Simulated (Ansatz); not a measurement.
The inner images of a band of C2H3BOS (8 atoms, charge 0, multiplicity 1) are given out of order.

The calculation used Ansatz, RKS PBE0-D4/6-31G.

Image 0:

```xyz
8
Properties=species:S:1:pos:R:3
C -0.160 1.570 1.400
C 0.541 0.694 0.931
S 1.532 -0.573 0.242
B 0.304 -1.233 -1.009
O -0.936 -0.706 -1.143
H -0.750 2.345 1.829
H 0.666 -2.138 -1.680
H -1.196 0.042 -0.570
```

Image 6:

```xyz
8
Properties=species:S:1:pos:R:3
C -0.463 1.247 0.941
C 0.706 0.671 0.978
S 2.139 -0.070 0.989
B -0.139 -1.613 -1.582
O -1.050 -0.835 -1.352
H -0.723 2.057 1.615
H 0.728 -2.362 -1.805
H -1.198 0.904 0.216
```

Put them in order from the first end to the last, with their energies above the first end.
A.
```xyz
8
Properties=species:S:1:pos:R:3
C -0.418 1.194 0.910
C 0.723 0.585 0.915
S 1.916 -0.458 0.543
B -0.046 -1.312 -1.253
O -1.034 -0.601 -1.094
H -0.836 2.012 1.475
H 0.720 -2.107 -1.620
H -1.025 0.688 0.122
```
B.
```xyz
8
Properties=species:S:1:pos:R:3
C -0.371 1.206 0.950
C 0.736 0.592 0.933
S 1.755 -0.592 0.334
B 0.093 -1.172 -1.059
O -0.975 -0.487 -0.956
H -0.910 2.002 1.427
H 0.577 -2.065 -1.657
H -0.904 0.517 0.028
```
C.
```xyz
8
Properties=species:S:1:pos:R:3
C -0.197 1.471 1.288
C 0.632 0.653 0.939
S 1.609 -0.616 0.240
B 0.287 -1.190 -0.977
O -0.920 -0.585 -1.022
H -0.898 2.201 1.619
H 0.564 -2.093 -1.688
H -1.077 0.159 -0.399
```
D.
```xyz
8
Properties=species:S:1:pos:R:3
C -0.453 1.194 0.897
C 0.691 0.571 0.913
S 2.047 -0.299 0.804
B -0.108 -1.442 -1.437
O -1.082 -0.725 -1.269
H -0.714 2.023 1.543
H 0.799 -2.150 -1.619
H -1.179 0.829 0.168
```
E.
```xyz
8
Properties=species:S:1:pos:R:3
C -0.266 1.331 1.121
C 0.711 0.617 0.945
S 1.674 -0.641 0.248
B 0.227 -1.143 -0.963
O -0.929 -0.461 -0.908
H -0.974 2.053 1.442
H 0.513 -2.048 -1.671
H -0.955 0.290 -0.212
```

C (+0.05 eV), E (+0.32 eV), B (+1.16 eV), A (+0.71 eV), D (+0.38 eV).

Time of the run: 13 min on 1 CPU thread of a shared host.
